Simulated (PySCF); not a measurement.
PySCF input (B3PW91/6-31G* (5d)):

```python
from pyscf import gto, dft

mol = gto.M(
    atom='''
    C    -1.20884800   -0.59426200   -1.63726400
    Si    0.08506600   -0.12759400   -0.35914500
    C     1.78185100    0.03293100   -1.15101000
    P     0.03816500   -1.61015400    1.33275200
    P    -0.48189700    1.92778100    0.45194200
    H    -1.25869700    0.15557400   -2.42955300
    H    -2.19876400   -0.67669700   -1.18517500
    H    -0.96736100   -1.55631000   -2.09428700
    H     2.09937700   -0.92127700   -1.57604600
    H     2.53065800    0.34314400   -0.42079100
    H     1.75901400    0.77371700   -1.95370900
    H     1.24409800   -1.09196800    1.88590100
    H    -1.59252800    1.47288700    1.20765700
    H     0.41124400    1.89083900    1.55325900
    ''',
    basis='6-31g*',
    charge=0,
    spin=1,
    verbose=4,
)

mf = dft.UKS(mol, xc='b3pw91')
mf.grids.level = 3
mf.conv_tol = 1e-9
mf.max_cycle = 100
mf.max_memory = 1500
mf.kernel()
if not mf.converged:
    mf = mf.newton()
    mf.kernel(mf.make_rdm1())
mo, _, stable, _ = mf.stability(return_status=True)
if not stable:
    mf.kernel(mf.make_rdm1(mo, mf.mo_occ))
    stable = mf.stability(return_status=True)[2]
mf.dip_moment()
```

From the output:

```
radial grids:
    Treutler-Ahlrichs [JCP 102, 346 (1995); DOI:10.1063/1.469408] (M4) radial grids

becke partition: Becke, JCP 88, 2547 (1988); DOI:10.1063/1.454033
pruning grids: <function nwchem_prune>
grids dens level: 3
symmetrized grids: False
atomic radii adjust function: <function treutler_atomic_radii_adjust>
small_rho_cutoff = 0
Set gradient conv threshold to 3.16228e-05
tot grids = 174048
init E= -1053.65092947566
  alpha nocc = 33  HOMO = -0.218727492701535  LUMO = -0.0297001525489957
  beta  nocc = 32  HOMO = -0.275939068706509  LUMO = -0.218727492701535

WARN: HOMO -0.218727492701535 >= LUMO -0.218727492701535

cycle= 1 E= -1053.59239203752  delta_E= 0.0585  |g|= 0.318  |ddm|= 2.33
  alpha nocc = 33  HOMO = -0.210408169776275  LUMO = 0.0308132490203272
  beta  nocc = 32  HOMO = -0.226091037917796  LUMO = -0.111455708443353
  HOMO = -0.210408169776  LUMO = -0.111455708443  gap/eV = 2.69263
cycle= 2 E= -1053.57661910779  delta_E= 0.0158  |g|= 0.362  |ddm|= 0.694
  alpha nocc = 33  HOMO = -0.222573446967055  LUMO = 0.0228632911851911
  beta  nocc = 32  HOMO = -0.238570931367966  LUMO = -0.119574117539142
  HOMO = -0.222573446967  LUMO = -0.119574117539  gap/eV = 2.80275
cycle= 3 E= -1053.64908328393  delta_E= -0.0725  |g|= 0.0251  |ddm|= 0.381
  alpha nocc = 33  HOMO = -0.23130354744266  LUMO = 0.0198139263626325
  beta  nocc = 32  HOMO = -0.245070405751951  LUMO = -0.124808808988253
  HOMO = -0.231303547443  LUMO = -0.124808808988  gap/eV = 2.89787
cycle= 4 E= -1053.64955378598  delta_E= -0.000471  |g|= 0.0108  |ddm|= 0.0701
  alpha nocc = 33  HOMO = -0.230326656397621  LUMO = 0.0200699634212338
  beta  nocc = 32  HOMO = -0.244179555607055  LUMO = -0.121543466207505
  HOMO = -0.230326656398  LUMO = -0.121543466208  gap/eV = 2.96014
cycle= 5 E= -1053.64966228416  delta_E= -0.000108  |g|= 0.00315  |ddm|= 0.0253
  alpha nocc = 33  HOMO = -0.22993387307193  LUMO = 0.0206392143074021
  beta  nocc = 32  HOMO = -0.243636252346357  LUMO = -0.120738428609749
  HOMO = -0.229933873072  LUMO = -0.12073842861  gap/eV = 2.97136
cycle= 6 E= -1053.64967239799  delta_E= -1.01e-05  |g|= 0.00134  |ddm|= 0.00841
  alpha nocc = 33  HOMO = -0.230094691890633  LUMO = 0.020469909249897
  beta  nocc = 32  HOMO = -0.243808184554614  LUMO = -0.120642575567669
  HOMO = -0.230094691891  LUMO = -0.120642575568  gap/eV = 2.97834
cycle= 7 E= -1053.64967527895  delta_E= -2.88e-06  |g|= 0.000364  |ddm|= 0.00459
  alpha nocc = 33  HOMO = -0.230077046352584  LUMO = 0.0204666405868754
  beta  nocc = 32  HOMO = -0.24380872228214  LUMO = -0.120639603303657
  HOMO = -0.230077046353  LUMO = -0.120639603304  gap/eV = 2.97794
cycle= 8 E= -1053.64967560197  delta_E= -3.23e-07  |g|= 0.000218  |ddm|= 0.00155
  alpha nocc = 33  HOMO = -0.230052190165594  LUMO = 0.0204735340325071
  beta  nocc = 32  HOMO = -0.243800841085365  LUMO = -0.120638421663202
  HOMO = -0.230052190166  LUMO = -0.120638421663  gap/eV = 2.97730
cycle= 9 E= -1053.64967569241  delta_E= -9.04e-08  |g|= 8.29e-05  |ddm|= 0.000825
  alpha nocc = 33  HOMO = -0.230043682286127  LUMO = 0.0204722061656586
  beta  nocc = 32  HOMO = -0.24379912820976  LUMO = -0.120642894729878
  HOMO = -0.230043682286  LUMO = -0.12064289473  gap/eV = 2.97695
cycle= 10 E= -1053.64967570684  delta_E= -1.44e-08  |g|= 3.8e-05  |ddm|= 0.000361
  alpha nocc = 33  HOMO = -0.230038897982946  LUMO = 0.0204729000186719
  beta  nocc = 32  HOMO = -0.243795845086536  LUMO = -0.120642346777514
  HOMO = -0.230038897983  LUMO = -0.120642346778  gap/eV = 2.97683
cycle= 11 E= -1053.64967570924  delta_E= -2.39e-09  |g|= 1.02e-05  |ddm|= 0.000144
  alpha nocc = 33  HOMO = -0.230039569176519  LUMO = 0.0204720927985669
  beta  nocc = 32  HOMO = -0.243796519606526  LUMO = -0.120643880194542
  HOMO = -0.230039569177  LUMO = -0.120643880195  gap/eV = 2.97681
cycle= 12 E= -1053.64967570945  delta_E= -2.15e-10  |g|= 4.18e-06  |ddm|= 4.3e-05
  alpha nocc = 33  HOMO = -0.230039116862294  LUMO = 0.0204722357088944
  beta  nocc = 32  HOMO = -0.243795959452399  LUMO = -0.120642790023672
  HOMO = -0.230039116862  LUMO = -0.120642790024  gap/eV = 2.97683
Extra cycle  E= -1053.64967570946  delta_E= -1.11e-11  |g|= 3.26e-06  |ddm|= 1.65e-05
converged SCF energy = -1053.64967570946  <S^2> = 0.75443905  2S+1 = 2.0044341
uhf_internal: lowest eigs of H = [0.13896689 0.24137524 0.28563865]
<class 'pyscf.dft.uks.UKS'> wavefunction is stable in the internal stability analysis
Dipole moment(X, Y, Z, Debye):  0.78993, -0.07264, -1.01676
```

The geometry given is a B3LYP-D3(BJ)/def2-TZVP minimum.
